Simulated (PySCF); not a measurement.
This PySCF input asks for the NMR shieldings of SMILES CSc1cccpc1C#N, C$_{7}$H$_{6}$NPS; the geometry comes from GFN2-xTB.

```python
import basis_set_exchange as bse
import numpy as np
from pyscf import gto, dft
from pyscf.prop import nmr

atoms = """
C    -2.712688   -0.712936   -0.044831
S    -1.817404    0.862893   -0.181397
C    -0.112634    0.425413   -0.048695
C     0.312419   -0.879718    0.160055
C     1.648871   -1.229671    0.261118
C     2.695689   -0.336629    0.167377
P     2.533807    1.368015   -0.088245
C     0.789940    1.492763   -0.170253
C     0.295131    2.796139   -0.381112
N    -0.076176    3.868707   -0.551545
H    -2.549482   -1.160514    0.931194
H    -3.759823   -0.447355   -0.153963
H    -2.420607   -1.383747   -0.847375
H    -0.419685   -1.665591    0.250731
H     1.879514   -2.274661    0.424871
H     3.705528   -0.714164    0.260658
"""
names = dict.fromkeys(["C", "S", "P", "N", "H"], "pcSseg-1")
basis = {el: gto.basis.parse(bse.get_basis(n, elements=[el], fmt="nwchem")) for el, n in names.items()}
mol = gto.M(atom=atoms, basis=basis, charge=0, verbose=0)
mf = dft.RKS(mol, xc="PBE0")
mf.grids.level = 2
mf.grids.alignment = dft.numint.BLKSIZE   # the property module wants whole blocks of grid points
mf.conv_tol = 1e-9
mf.kernel()

calc = nmr.RKS(mf)   # GIAO
C = mf.mo_coeff
Co = C[:, mf.mo_occ > 0]
resp = mf.gen_response(singlet=True, hermi=2)
def vind(x):   # induced exchange potential for any number of trial vectors
    d = np.einsum("pi,xij,qj->xpq", C, 2 * x.reshape(-1, C.shape[1], Co.shape[1]), Co, optimize=True)
    return np.einsum("xpq,pi,qj->xij", resp(d - d.transpose(0, 2, 1)), C, Co, optimize=True).ravel()
mo1, _ = nmr.rhf.solve_mo1(calc, with_cphf=vind)
sigma = calc.kernel(mo1)
for i, s in enumerate(sigma):   # ppm
    print("%2d %-2s %9.2f" % (i, mol.atom_pure_symbol(i), np.trace(s) / 3))
```

Task: What are the results?

Result: 
```
 0 C     167.93
 1 S     448.20
 2 C      24.94
 3 C      59.82
 4 C      47.62
 5 C      28.61
 6 P      46.56
 7 C      46.70
 8 C      64.85
 9 N     -76.31
10 H      29.21
11 H      29.22
12 H      29.27
13 H      24.57
14 H      23.70
15 H      22.92
```

These numbers come from an equivalent density-fitted implementation of the same equations, which agrees with the script to about 0.01 ppm for H and up to a few tenths of a ppm for heavy atoms, so last digits may differ.

Task: Turn these shieldings into chemical shifts. Shifts are taken against calculated references (same method and geometry level): 13C (186.93 ppm) and 1H (31.72 ppm) against TMS; 33S (503.73 ppm) vs CS2; H3PO4 for 31P (318.38 ppm); NH3 for 15N (267.73 ppm).

Result: Averaging equivalent atoms: C 2: 162.0; C 5: 158.3; C 7: 140.2; C 4: 139.3; C 3: 127.1; C 8: 122.1; C 0: 19.0; S 1: 56; P 6: 271.8; N 9: 344.0; H 15: 8.80; H 14: 8.02; H 13: 7.15; H 10/11/12: 2.48 ppm. Experimental scales use liquid or dissolved standards, which lie at an offset from isolated NH3 (liquid NH3: subtract about 20 ppm) and H3PO4. Unscaled 15N shifts of sp2 nitrogen come out 20 to 40 ppm too high even then.

Size and cost of the density-fitted run: 214 basis functions, 53 s wall time on 1 thread of an Arm Neoverse V1, shared host; peak memory 0.95 GiB.
